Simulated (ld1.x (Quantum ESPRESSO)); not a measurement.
Ranking TM potentials for aluminium

All share these settings but for the change named:

ld1.x (Quantum ESPRESSO) 7.5 input, shortened:

```
&input
   title='Al', zed=13., rel=1, dft='PBESOL', iswitch=3,
   config='[Ne] 3s2 3p0.5 3d-2'
 /
 &inputp
   pseudotype=2, tm=.true., lloc=2,
   nlcc=.true., new_core_ps=.true., rcore=1.20
 /
3
3S  1  0   2.00   0.00  2.10  2.10  0.0
3P  2  1   0.50   0.00  2.00  2.00  0.0
3D  3  2  -2.00   0.10  1.75  1.75  0.0
 &test
   configts(1)='3s2 3p0.5'
 /
```

Cutoff: the first of the cutoffs (Ry, on a coarse ladder) from which the occupation-weighted sum of valence levels, in a spherical-Bessel basis at the reference potential, stays within 10 and 1 mRy of its value at 400 Ry; the density cutoff is not measured.

The base gives 10 Ry.

Of 9 variants that were run, those that failed, showed a ghost or another fault, or gave nearly equal values are left out.

A variant can come out equal or close to the base.

Question: Rank these variants from softest to hardest (loose cutoff).
A. core [He], valence charge 11; reference 2s2 2p6 3s2 3p1; waves now 2s (bound): rc 0.65 bohr; 2p (bound): rc 1.10 bohr; 3d channel at 0.1 Ry: rc 0.85 bohr; local potential all-electron potential smoothed inside 0.65 bohr (lloc = -2); core correction none
B. type RRKJ; local potential all-electron potential smoothed inside 1.65 bohr (lloc = -1); rho0 0.02
C. local potential all-electron potential smoothed inside 1.65 bohr (lloc = -1)
D. all radii but the core radius scaled by about 1.23 (s 2.58, p 2.46, d 2.16 bohr)

Answer: D (8 Ry), C (10 Ry), B (25 Ry), A (300 Ry).
